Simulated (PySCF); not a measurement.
Species: C4H8OSSi.
Atom-mapped SMILES: `[CH2:1]=[C:2]1[CH2:3][CH2:4][S:5][Si@@H:6]1[OH:7]`

Probes without a nucleus sit at each ring's centroid and 1 Å off its mean plane on both sides; NICS is minus the shielding there, NICSzz its component along the normal. Level: GIAO PBE0/pcSseg-1 (PySCF, non-relativistic, gas phase) on the GFN2-xTB geometry, one conformer.

Ring bond lengths (Å), with Mayer bond orders in brackets: C2–C3 1.504 (1.00), C3–C4 1.523 (1.00), C4–S5 1.830 (0.99), S5–Si6 2.149 (0.94), Si6–C2 1.891 (0.80).

Problem. What do the NICS probes read (ppm)?

Solution. 
| ring | type | NICS(0) | NICS(1), two faces | NICS(1)zz, two faces | rms pucker (Å) | centre to ring atoms, mean (Å) |
| --- | --- | --- | --- | --- | --- | --- |
| C2–C3–C4–S5–Si6 | 5-membered ring with S and Si; formal bonds all single | -4.4 | -4.3 / -3.2 | -3.0 / 0.2 | 0.21 | 1.48 |

Problem. What can be read from them?

Solution. 
- C2–C3–C4–S5–Si6: mean NICS(1)zz -1.4 ppm, near zero. C3, C4, Si6 have four or more neighbours, so the value isn't read as a sign of a π ring current. The two faces differ by 3.2 ppm, so no symmetry operation interchanges them.

Problem. At the first NICS(1) probe listed for ring C2–C3–C4–S5–Si6, 1 Å off the ring, what do the in-plane components average?

Solution. The isotropic value is a third of the trace: (3 × -4.3 − (-3.0))/2 = -4.9 ppm.

Problem. Give the inner angles of the rings and the Hirshfeld charges of the ring atoms.

Solution. 
- C2–C3–C4–S5–Si6: C2 112.0° (-0.093 e), C3 110.2° (-0.076 e), C4 110.2° (-0.068 e), S5 92.4° (-0.121 e), Si6 95.3° (+0.382 e); sum 520.1° against 540° for a flat convex ring.

Problem. What are the shieldings of the ring atoms and their hydrogens in the same run (means over atoms taken as equivalent)?

Solution. 
```csv
atoms,environment,σ isotropic (ppm),"principal values of the symmetric part, first atom (ppm)"
C2,fully substituted alkene carbon,27.6,"-80.3, 10.9, 152.3"
C3,allylic carbon,143.7,"128.1, 150.4, 152.5"
C4,sp3 carbon bound to sulfur,151.9,"121.8, 163.9, 170.2"
S5,sulfur bonded to C and Si,606.9,"537.6, 546.1, 736.9"
Si6,oxygen-bound silicon,350.2,"316.2, 346.7, 387.7"
H on C3,methylene hydrogen,29.26,"24.9, 27.8, 35.1"
H on C3,methylene hydrogen,29.14,"25.3, 27.6, 34.5"
H on C4,methylene hydrogen,28.94,"22.7, 27.3, 36.8"
H on C4,methylene hydrogen,29.05,"22.9, 27.6, 36.6"
H on Si6,Si–H hydrogen,26.23,"22.6, 24.1, 32.0"
```
